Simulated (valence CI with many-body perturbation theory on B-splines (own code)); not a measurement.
Pm XLVII: E2, M1, M2 decay

Method: valence CI with perturbative core correlation (CI+MBPT): five valence electrons over a frozen Dirac-Fock core [Ne], a basis of 11 s, 11 p, 10 d, 8 f, 5 g, 2 h functions for each j, with the one-electron correlation potential Σ1, the two-electron term Σ2, the three-electron term Σ3, Breit, model QED; selected CI, second order for the rest, scaled by the run's own slope (own B-spline code, finite nucleus).

The last digits are not significant, and no measured levels were compared; by estimate large intervals hold to a few tenths of a per cent, small ones and those within an open d or f shell to about a per cent. Among the levels kept, up to 3200 cm⁻¹ of a level comes from second order outside the variational space, and about a tenth of that is noise between levels of different J, which matters for small intervals.

Lines 1 to 17 of 17 in falling wavelength, among levels below 748.22 eV, chosen from the decays that carry over 1 % of a level's rate. Wavelengths and rates use the calculated energies. Electric multipoles are in the length gauge with retardation, E1 and E2 with the static RPA response of the core. M1 uses the relativistic operator with retardation. Weak lines are less certain than strong ones. Lines between different terms over intervals too small for the method are left out, as are lines whose strength nearly cancels.

Levels are named by their leading jj configuration (3d3/2^4 stands for four electrons in 3d with j = 3/2), which in mixed levels can hold well under half, so a name can repeat and another be missing. Letters in brackets count levels of one name in rising energy.

```tsv
λ vac (Å)	Upper	Lower	Type	A (s⁻¹)	Branch %
369.0	(3s^2 3p1/2 3p3/2 3d5/2) J=9/2	(3s^2 3p1/2 3p3/2 3d3/2) J=7/2	M1	2.30e+05	73.8
105.9	(3s^2 3p3/2^2 3d5/2) J=9/2	(3s^2 3p1/2 3p3/2 3d5/2) J=7/2 [b]	M1	6.25e+06	22.9
101.0	(3s^2 3p1/2 3p3/2 3d5/2) J=7/2 [a]	(3s^2 3p1/2^2 3d5/2) J=5/2	M1	1.25e+07	2.8
94.46	(3s^2 3p1/2 3p3/2^2) J=3/2	(3s^2 3p1/2^2 3p3/2) J=3/2	M1	2.31e+07	99.8
93.44	(3s^2 3p3/2^3) J=3/2	(3s^2 3p1/2 3p3/2^2) J=1/2	M1	5.80e+06	11.9
93.29	(3s^2 3p1/2 3p3/2 3d5/2) J=9/2	(3s^2 3p1/2^2 3d5/2) J=5/2	E2	7.36e+04	23.6
91.21	(3s^2 3p3/2^2 3d5/2) J=9/2	(3s^2 3p1/2 3p3/2 3d5/2) J=9/2	M1	1.04e+07	38.1
88.08	(3s^2 3p1/2 3p3/2^2) J=5/2	(3s^2 3p1/2^2 3p3/2) J=3/2	M1	4.08e+06	95.5
88.08	(3s^2 3p1/2 3p3/2^2) J=5/2	(3s^2 3p1/2^2 3p3/2) J=3/2	E2	1.92e+05	4.5
85.78	(3s^2 3p3/2^3) J=3/2	(3s^2 3p1/2 3p3/2^2) J=5/2	M1	7.26e+06	14.8
84.86	(3s^2 3p3/2^2 3d5/2) J=9/2	(3s^2 3p1/2 3p3/2 3d5/2) J=7/2 [a]	M1	8.80e+06	32.2
81.24	(3s^2 3p1/2 3p3/2^2) J=1/2	(3s^2 3p1/2^2 3p3/2) J=3/2	M1	1.54e+07	98.7
81.24	(3s^2 3p1/2 3p3/2^2) J=1/2	(3s^2 3p1/2^2 3p3/2) J=3/2	E2	2.06e+05	1.3
80.48	(3s^2 3p3/2^3) J=3/2	(3s^2 3p1/2 3p3/2^2) J=3/2	M1	3.08e+07	63.0
73.14	(3s^2 3p3/2^2 3d5/2) J=9/2	(3s^2 3p1/2 3p3/2 3d3/2) J=7/2	M1	4.25e+05	1.6
73.10	(3s^2 3p3/2^2 3d5/2) J=5/2 [a]	(3s^2 3p1/2 3p3/2 3d5/2) J=7/2 [a]	M1	1.82e+07	1.4
58.77	(3s^2 3p1/2 3p3/2 3d5/2) J=9/2	(3s^2 3p1/2 3p3/2^2) J=5/2	M2	4.28e+03	1.4
```
